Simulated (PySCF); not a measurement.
# Computed vibrations of [Nd(NH3)]3+

[Nd(NH3)]3+ (singlet in the valence; each metal's 4f electrons, 3 of them, lie in its core potential, out of spins and levels). PySCF 2.14.0, RKS PBE0, Nd lcecp-1-SVP with ECP49, N def2-SVP, H def2-SVP; non-relativistic Hamiltonian with scalar-relativistic core potentials where named; density fitting; no spin-orbit coupling. Central differences of gradients.

```xyz
5

Nd    0.0000    0.0000   -0.2647
N     0.0000    0.0000    2.1250
H     0.9419    0.0000    2.5812
H    -0.4710    0.8157    2.5812
H    -0.4709   -0.8158    2.5812
```

Run from Python with OMP_NUM_THREADS=2. Where DIIS fails, smearing, a level shift and second-order steps follow.
It took 30 s on 2 threads of Arm Neoverse V1, on a shared host.

Problem. What are the harmonic wavenumbers and infrared intensities?

Solution. Modes are labelled in C3v; negative numbers are unstable modes, those under 60 cm⁻¹ near the noise; a finer grid moves soft modes by up to 10 cm⁻¹.
| cm⁻¹ | km/mol | symmetry |
| --- | --- | --- |
| 394 | 12.5 | a1 |
| 694 | 68.9 | e |
| 694 | 68.9 | e |
| 1426 | 119.7 | a1 |
| 1564 | 72.7 | e |
| 1564 | 72.7 | e |
| 3243 | 413.1 | a1 |
| 3303 | 255.2 | e |
| 3303 | 255.2 | e |

Problem. Is this a minimum?

Solution. Yes. Ideal gas at 298.15 K and 1 bar: S = 271.8 J/(mol K), Cp = 47.4 J/(mol K), H − H(0 K) = 11.4 kJ/mol (rigid rotor, harmonic modes, spin degeneracy alone, that of the 4f electrons in the core included).

An lcecp potential fixes the number of 4f electrons, so in runs with it no electron can move into or out of that shell.
